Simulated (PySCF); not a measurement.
An EPR job, as run on `CSc1[c]cc(=O)oc1` [radical].

The calculation used UKS B3LYP, pcH-1 on C H O S, non-relativistic, mean-field spin-orbit, GIAO in PySCF 2.14.0.

Input of the driver that calls PySCF (job settings, then Cartesian coordinates in Å):

```
{"job": {"kind": "epr", "basis": "pcH-1"}, "charge": 0, "multiplicity": 2}
C     -2.6417    -0.5297     0.2548
S     -1.8940     1.1157     0.0646
C     -0.2156     0.6424    -0.1496
C      0.2204    -0.6955    -0.1451
C      1.4788    -1.0715    -0.3057
C      2.5114    -0.0400    -0.5051
O      3.6820    -0.2672    -0.6632
O      2.0542     1.2417    -0.5014
C      0.7680     1.5644    -0.3338
H     -3.7047    -0.3679     0.4009
H     -2.4685    -1.1105    -0.6460
H     -2.2120    -1.0223     1.1216
H      1.8276    -2.0900    -0.3041
H      0.5933     2.6298    -0.3597
```

The driver printed:

```
UKS, coarse grid
  cycle   1  E = -780.02236087  |g| = 6.97e-01
  cycle   2  E = -778.67665152  |g| = 1.77e+00
  cycle   3  E = -780.10248152  |g| = 4.40e-01
  cycle   4  E = -780.19962436  |g| = 9.85e-02
  cycle   5  E = -780.20268296  |g| = 5.53e-02
  cycle   6  E = -780.20401114  |g| = 2.25e-02
  cycle   7  E = -780.20423256  |g| = 9.19e-03
  cycle   8  E = -780.20427586  |g| = 3.68e-03
  cycle   9  E = -780.20428739  |g| = 2.26e-03
  cycle  10  E = -780.20429255  |g| = 1.16e-03
  cycle  11  E = -780.20429444  |g| = 5.49e-04
UKS, final grid
  cycle   1  E = -780.20428757  |g| = 6.92e-04
  cycle   2  E = -780.20428726  |g| = 1.26e-03
  cycle   3  E = -780.20428811  |g| = 2.43e-04
  cycle   4  E = -780.20428818  |g| = 1.84e-04
  cycle   5  E = -780.20428831  |g| = 1.30e-04
  cycle   6  E = -780.20428834  |g| = 3.42e-05
  cycle   7  E = -780.20428834  |g| = 1.28e-05
E = -780.20428834 Eh   <S^2> = 0.7577 (exact 0.7500)
g shifts (ppm)      1          2          3
  rmc          -177       -177       -177
  gc             23         16         27
  oz_so          -2        641       1328
  total        -156        481       1179
hyperfine (MHz)  atom isotope    a_iso     a_fc   dipolar eigenvalues
    0   13C       9.00       9.01     -1.38     -0.70      2.08
    1   33S       2.46       2.36     -2.92     -2.10      5.02
    2   13C       3.32       3.35    -10.66     -5.46     16.11
    3   13C     385.42     385.49    -77.21    -60.33    137.54
    4   13C      -3.77      -3.74    -18.18     -0.00     18.18
    5   13C      72.81      72.84     -6.52     -5.40     11.93
    6   17O      -2.74      -2.73    -15.16      5.28      9.88
    7   17O       2.53       2.54     -3.74      1.54      2.20
    8   13C      34.52      34.55     -5.48     -0.51      5.99
    9    1H       3.39       3.39     -1.75     -1.21      2.95
   10    1H       2.88       2.87     -5.08     -3.18      8.26
   11    1H       2.89       2.89     -5.11     -3.19      8.30
   12    1H      73.03      73.03     -6.59     -5.26     11.86
   13    1H      33.67      33.68     -2.53     -2.39      4.92
```

The program numbers atoms from 0. The g shifts stand along the tensor's principal axes 1 to 3: rmc is the relativistic mass correction, gc the gauge correction, oz_so the orbital-Zeeman/spin–orbit term. a_fc is the Fermi-contact part of a_iso, which also holds a spin–orbit part where one was computed. The run used 285 basis functions and 18 SCF iterations in all.

The run took 1.7 min wall (with the writing of density and orbital grids) on an Arm Neoverse V2 with one thread (shared host), and the process peaked at 0.96 GiB of memory.

Question: Where does the spin sit (Mulliken spin populations, atoms from 0)?

Answer: 3 C +0.96, 4 C -0.10, 5 C +0.06, 2 C -0.05, 8 C +0.04, 12 H +0.03, 6 O +0.03, 1 S +0.02. Over all atoms they add up to 1.

One conformer (not necessarily the lowest) at the GFN2-xTB geometry, without solvent, vibrations or thermal averaging.
Labels such as C1 count atoms from 1, the log's own numbers from 0.
